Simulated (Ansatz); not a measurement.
`C[SiH2][SiH2]S` → `C[SiH3]` + `[SiH]S` at 500 K and 1 bar (silylene formation by 1,1-elimination).

Isolated molecules relaxed with PBE0-D4/def2-TZVP in Ansatz; ΔE leaves out vibrations. CBS: MP2 limit from def2 TZ/QZ plus the TZ coupled-cluster correction, frozen cores. This one scheme is used for every species. One conformer a species, not always the lowest.

```tsv
species	CCSD(T)/CBS energy (Eh)	H − E (kJ/mol)	S (J/(mol·K))
`C[SiH2][SiH2]S`	-1018.83085	265.7	449.3
`C[SiH3]`	-330.73916	189.7	296.8
`[SiH]S`	-688.02937	66.8	284.1
```

H − E and S are ideal-gas, rigid-rotor, harmonic terms from PBE0-D4/def2-TZVP, for one conformer and one mirror image of each species. 1 Eh = 2625.50 kJ/mol, R = 8.31446 J/(mol·K).

Task: By hand: ΔE, ΔH, ΔS and ΔG.

Result: ΔE = (-330.73916) + (-688.02937) − (-1018.83085) = 0.06232 Eh = 163.6 kJ/mol. Δ(H − E) = 189.7 + 66.8 − 265.7 = -9.2, so ΔH = 154.4 kJ/mol. ΔS = 296.8 + 284.1 − 449.3 = 131.6 J/(mol·K). ΔG = 154.4 − 500 × (131.6)/1000 = 88.6 kJ/mol.

Task: By hand: the equilibrium constant, and the temperature at which ΔG would vanish if ΔH and ΔS stayed fixed.

Result: log₁₀ K = −ΔG/(RT ln 10) = -9.3. ΔG = 0 at ΔH/ΔS = 1173 K.

The number of gas molecules changes by +1, which sets the sign of ΔS. A doubt of 5 kJ/mol in ΔE shifts log₁₀ K by 0.5 here. Other conformers and mirror images would add mixing entropy, several J/(mol·K) or more a flexible species. Modes under 60 cm⁻¹, often nearly free rotors, make the harmonic entropy too high. These are equilibria of isolated gas molecules and say nothing of rates. Largest T1 diagnostic: 0.016 (customary marks: 0.02 for closed shells, 0.045 for open ones).
